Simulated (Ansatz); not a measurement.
# Strength of the C–C bond: C2H2F3I → CH2I + CF3

Species: C2H2F3I (1,1,1-trifluoro-2-iodoethane) `FC(F)(F)CI`, singlet; CH2I `[CH2]I`, doublet; CF3 (trifluoromethyl radical) `F[C](F)F`, doublet. 

Shapes, held fixed at every level: PBE0-D4/def2-TZVP. Programs: Ansatz 0.2.0. The zero-point and thermal change to 298 K, harmonic and unscaled (PBE0-D4/def2-TZVP), is -17.5 kJ/mol.

(1) Estimate ΔH(298 K) of this reaction.

## Answers

(1) The highest level, CCSD(T)/def2-TZVPP, gives ΔH(298 K) = +397.7 kJ/mol; the levels span +294.8 to +418.3. The column of differences is taken from that level and isn't an error. Hartree–Fock misses the correlation of the pair that is broken and comes out low. No measured value is set beside it here. Open shells run unrestricted unless RO is named. For atoms past krypton def2 sets carry core potentials with scalar relativity. Correlated rows may include outer-core shells of I, which these sets cover unevenly.

| level | kind | ΔH(298 K) (kJ/mol) | less CCSD(T)/def2-TZVPP |
| --- | --- | --- | --- |
| HF/def2-SVP | Hartree–Fock | +294.8 | -102.9 |
| PBE-D4/def2-TZVPP | GGA | +380.2 | -17.5 |
| B3LYP-D4/def2-TZVPP | global hybrid | +375.7 | -22.0 |
| BHLYP-D4/def2-TZVPP | global hybrid | +377.2 | -20.5 |
| B2PLYP/def2-TZVPP | double hybrid | +379.8 | -17.9 |
| MP2/def2-TZVPP | perturbation theory | +418.3 | +20.6 |
| CCSD/def2-SVP | coupled cluster or CI | +392.7 | -5.0 |
| CCSD(T)/def2-TZVPP | coupled cluster or CI | +397.7 | 0.0 |
